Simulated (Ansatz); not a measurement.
C$_{4}$H$_{11}$O$_{2}$Sn, doublet, at a GFN2-xTB geometry (such geometries of metal compounds can be far from the true shape) (the spin is typed, not shown lowest) (all electrons, no relativity); Ansatz (an electronic-structure program) with WB97X/STO-3G.

Ansatz was given this input:
Ansatz 0.2 input:
```yaml
crystal:
  periodic: [false, false, false]
  atoms:
    - {symbol: Sn, position_ang: [0.15498834, 0.58668130, 1.09221065]}
    - {symbol: C, position_ang: [-0.18159615, -0.28103511, -1.30622943]}
    - {symbol: C, position_ang: [0.79056007, -1.35186222, -1.65870720]}
    - {symbol: C, position_ang: [0.40734802, -2.05320072, -2.98037972]}
    - {symbol: C, position_ang: [0.50481408, -1.12829693, -4.18578975]}
    - {symbol: H, position_ang: [-1.20481235, -0.61130894, -1.17630138]}
    - {symbol: H, position_ang: [-0.09774279, 0.64468135, -1.85913199]}
    - {symbol: H, position_ang: [1.79812903, -0.94273068, -1.76154653]}
    - {symbol: H, position_ang: [0.80303779, -2.11729564, -0.87756553]}
    - {symbol: H, position_ang: [1.08105954, -2.90166149, -3.11974155]}
    - {symbol: H, position_ang: [-0.60919303, -2.44089245, -2.89492110]}
    - {symbol: H, position_ang: [1.50073134, -0.69643982, -4.25832705]}
    - {symbol: H, position_ang: [-0.21856745, -0.32045357, -4.11564389]}
    - {symbol: H, position_ang: [0.30667585, -1.68418088, -5.09945805]}
    - {symbol: O, position_ang: [-1.28350230, 2.05105287, 1.12084977]}
    - {symbol: H, position_ang: [-2.01994372, 1.90244478, 1.71076029]}
    - {symbol: O, position_ang: [-0.92167345, -0.76094089, 2.26361104]}
    - {symbol: H, position_ang: [-0.57414180, -1.60075401, 2.55229480]}
basis:
  gaussian:
    orbitals: STO-3G
hamiltonian:
  xc: {name: wB97X}
magnetization: {spin_polarized: true, initial_magnetization: 1}
```

Question: Write the output that Ansatz gives for this input, abridged.

Answer: 
```
Functional definition: wB97X
948 factors; integrals over basis functions are off by at most 3.7e-5 eV
286 factors; integrals over basis functions are off by at most 1.6e-6 eV
mean field evaluation 1: about -170635.2636 eV, gradient 2.2e1 eV
mean field evaluation 2: about -170635.9474 eV, gradient 2.4e1 eV
mean field evaluation 4: about -170639.6160 eV, gradient 9.0e-1 eV
mean field evaluation 8: about -170639.5039 eV, gradient 1.0e-1 eV
mean field evaluation 16: about -170639.5048 eV, gradient 1.0e-3 eV
mean field -170639.50484008 eV, -6270.8861392623 hartree, gradient 3.1e-5 eV, S^2 0.777425; 0 other end points of the search recorded, 0 dependent functions left out
reference -170639.50481227 eV, -6270.8861382403 hartree; 51, 50 occupied and 17, 18 virtual orbitals, 948 factors
Total energy: -170639.50481227 eV, -6270.8861382403 hartree
```
